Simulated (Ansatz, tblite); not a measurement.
Cost and result up the ladder for dimethylphenylsulfonium tetrafluoroborate (C8H11BF4S) (25 atoms). The state is a singlet with charge 0. Geometry: PBE-D4/def2-SVP.

```csv
atom,x (Å),y (Å),z (Å)
C1,-1.906,1.259,-0.482
S2,-1.074,0.116,0.651
C3,-1.011,1.140,2.159
C4,0.652,0.119,0.152
C5,1.193,-1.156,-0.083
C6,2.544,-1.244,-0.450
C7,3.320,-0.083,-0.589
C8,2.755,1.183,-0.362
C9,1.408,1.293,0.014
H10,-1.774,0.796,-1.475
H11,-2.975,1.213,-0.205
H12,-1.485,2.278,-0.404
H13,-2.055,1.251,2.509
H14,-0.430,0.571,2.908
H15,-0.551,2.129,1.978
H16,0.541,-2.041,-0.005
H17,2.987,-2.233,-0.640
H18,4.377,-0.162,-0.884
H19,3.363,2.092,-0.480
H20,0.967,2.286,0.188
F21,-1.454,-2.859,0.103
B22,-2.199,-2.202,-0.905
F23,-1.276,-1.264,-1.545
F24,-2.702,-3.073,-1.843
F25,-3.216,-1.410,-0.309
```

Ansatz on 4 threads of Arm Neoverse V1 on a shared host; xTB runs through tblite on one thread. Times are rough, summed over both states, and most runs start from the orbitals of an earlier one. PBE0-D4/def2-SVP serves as the yardstick here, not as an exact answer. The other state is a doublet.

The xTB rows come from tblite. HOMO above LUMO, or a gap near zero within one spin, warns that the state may not be the lowest or that an electron is smeared out.

Raw xTB energies of ions are shifted by several eV.

| level | functions | wall time | vertical IE (eV) | difference from PBE0-D4/def2-SVP (eV) | remarks |
| --- | --- | --- | --- | --- | --- |
| GFN2-xTB | 72 | 0.052 s | 14.01 | 4.14 | – |
| GFN1-xTB | 83 | 0.063 s | 14.70 | 4.83 | – |
| PBE-D4/def2-SVP | 255 | 30 s | 9.16 | -0.71 | gap within one spin near zero (+1 doublet) |
| PBE0-D4/def2-SVP | 255 | 54 s | 9.87 | 0.00 | – |
